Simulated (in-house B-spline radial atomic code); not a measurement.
Configurations of Si⁸⁺, with energies counted from [He] 2s2 2p2. Level of theory: Dirac-Hartree-Fock, average of configuration, Fermi nucleus of rms radius 3.1224 fm; calculated with a radial B-spline atomic code at the basis-set limit. Energies include first-order Breit, QED and recoil terms.

| configuration | E - E(ref) (eV) | highest orbital | its <r> (bohr) |
| --- | --- | --- | --- |
| [He] 2s1 2p3 | 36.673 | 2p3/2 | 0.4505 |
| [He] 2s2 2p1 3d1 | 221.36 | 3d5/2 | 1.105 |
| [He] 2s2 2p1 4f1 | 279.14 | 4f7/2 | 1.992 |
| [He] 2s2 2p1 5s1 | 298.96 | 5s1/2 | 3.74 |
| [He] 2s2 2p1 5d1 | 303.09 | 5d5/2 | 3.74 |
| [He] 2s2 2p1 5f1 | 303.98 | 5f7/2 | 3.487 |
| [He] 2s2 2p1 6s1 | 314.64 | 6s1/2 | 5.486 |
| [He] 2s2 2p1 6f1 | 317.48 | 6f7/2 | 5.318 |
| [He] 2s1 2p2 5f1 | 333.94 | 5f7/2 | 3.488 |
| [He] 2s1 2p2 6f1 | 347.44 | 6f7/2 | 5.319 |

Order these further configurations by energy, lowest first.
A. [He] 2s1 2p2 4d1
B. [He] 2s2 2p1 4s1
C. [He] 2s1 2p2 3d1
D. [He] 2s1 2p2 4f1
E. [He] 2s1 2p2 5g1

C (251.57 eV), B (268.95 eV), A (307.44 eV), D (309.11 eV), E (334.03 eV).

How far above the reference does [He] 2s2 2p1 3s1 lie?

199.38 eV; its least bound orbital is 3s1/2 with <r> = 1.248 bohr.

How far above the reference does [He] 2s1 2p2 6g1 lie?

347.5 eV; its least bound orbital is 6g9/2 with <r> = 4.888 bohr.

How far above the reference does [He] 2s1 2p2 6d1 lie?

346.96 eV; its least bound orbital is 6d5/2 with <r> = 5.561 bohr.

One of these lies 317 eV from the reference. Which?
A. [He] 2s2 2p1 5g1
B. [He] 2s1 2p2 5d1
C. [He] 2s2 2p1 6d1

C.
